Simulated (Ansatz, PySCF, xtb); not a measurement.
Gas-phase reaction R1 + R2 → P1, each structure at its B3LYP-D3(BJ)/def2-TZVP stationary point, reached from a drawn start (curvature not checked).
R1: H2O (SMILES O), charge 0, multiplicity 1.
R2, BHO2 (SMILES O=BO) (charge 0, multiplicity 1):
```xyz
4

B     -0.212    -0.064     0.461
O     -0.321    -0.096     1.668
O     -0.151    -0.045    -0.861
H      0.684     0.205    -1.268
```
P1, BH3O3 (SMILES OB(O)O) (charge 0, multiplicity 1):
```xyz
7

B      0.0000     0.0000     0.0000
O      0.0038     0.0011     1.3696
O      1.1341     0.3402    -0.6882
O     -1.1380    -0.3414    -0.6813
H      0.8544     0.2563     1.7395
H      1.0157     0.3047    -1.6423
H     -1.8701    -0.5610    -0.0972
```

P less R. No zero-point or thermal terms. One arrangement of each flexible species, with no search for the lowest.

Frozen-core correlation throughout.

The values were computed with Ansatz (Gaussian basis) for Hartree–Fock, density functionals and correlated methods; PySCF for the D3/D4 terms; xtb for the GFN methods. Each number belongs to the level named beside it.

| level | reaction energy (kcal/mol) |
|---|---|
| GFN1-xTB | -37.97 |
| PBE-D4/def2-TZVPP | -52.55 |
| B3LYP/def2-TZVPP | -51.34 |
| B3LYP-D3(BJ)/def2-TZVPP | -52.69 |
| BHLYP-D4/def2-TZVPP | -58.02 |
| B2PLYP-D3(BJ)/def2-TZVPP | -52.80 |
| CCSD/cc-pVQZ | [?] |
| CCSD(T)/cc-pVTZ | [?] |
| CCSD(T)/cc-pVQZ | [?] |

Q: Some entries are withheld; supply them.

A: 
- CCSD/cc-pVQZ, reaction energy (kcal/mol): -55.51
- CCSD(T)/cc-pVTZ, reaction energy (kcal/mol): -55.71
- CCSD(T)/cc-pVQZ, reaction energy (kcal/mol): -54.61

Ansatz is a quantum-chemistry and plane-wave program.
